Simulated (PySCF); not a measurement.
BeH₄OSi. Atoms are numbered in the order given.

```xyz
7

Be     0.0000     0.0000     2.1118
H      0.0000     0.0000     3.4495
O      0.0000     0.0000     0.7015
Si     0.0000     0.0000    -0.9408
H     -1.2187    -0.7036    -1.4457
H      1.2187    -0.7036    -1.4457
H      0.0000     1.4072    -1.4457
```

The structure is a stationary point at PBE-D3(BJ)/def2-TZVP.

Calculation: IEF-PCM-ωB97X/def2-SVP in PySCF.

The values are the electrostatic part of the solvation free energy, E(continuum) − E(gas) at the gas-phase geometry, in a cavity of scaled van der Waals radii (PySCF's table); cavitation and dispersion terms are not included. A continuum can't describe solvent molecules that bind to the metal. In vacuum the orbital gap is 13.63 eV. The dipole moment in vacuum is 0.56 D.

```json
[
 {"solvent": "water", "ε": "78.36", "ΔG(elec) (kcal/mol)": "-3.0", "dipole (D)": "0.62", "gap (eV)": "13.72"},
 {"solvent": "ethylethanoate", "ε": "5.99", "ΔG(elec) (kcal/mol)": "-2.3", "dipole (D)": "0.61", "gap (eV)": "13.70"},
 {"solvent": "tetrahydrofuran", "ε": "7.43", "ΔG(elec) (kcal/mol)": "-2.4", "dipole (D)": "0.61", "gap (eV)": "13.71"}
]
```
